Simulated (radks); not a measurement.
Ionisation of neutral nitrogen, [He] 2s2 2p3, to [He] 2s2 2p2 as the strength of local exchange is varied. Method: scalar-relativistic Kohn-Sham, Slater X-alpha exchange (alpha = 2/3 is LDA exchange), no correlation, spin-polarised, spherical densities, point nucleus; open shells are filled with parallel spins first; computed with a radial shooting solver on a logarithmic mesh with Libxc functionals.

alpha  E(N) (hartree)  exchange (hartree)  IE (eV)  -e of the level emptied (eV)  <r> of it (bohr)
0.604       -53.19401            -5.24364   12.977                    6.638 (2p)             1.484
0.658       -53.66469            -5.75766   13.856                    7.390 (2p)             1.451
0.667       -53.74350            -5.84403   14.006                    7.518 (2p)             1.446
0.732       -54.31570            -6.47378   15.105                    8.471 (2p)             1.409
0.864       -55.49412            -7.78463   17.455                   10.547 (2p)             1.342
0.894       -55.76499            -8.08850   18.011                   11.045 (2p)             1.328

NIST Atomic Spectra Database: 14.534 eV (measured). The Delta-SCF value meets it near alpha = 0.70. Open shells are spherical and high-spin; term and fine-structure splittings are not resolved.
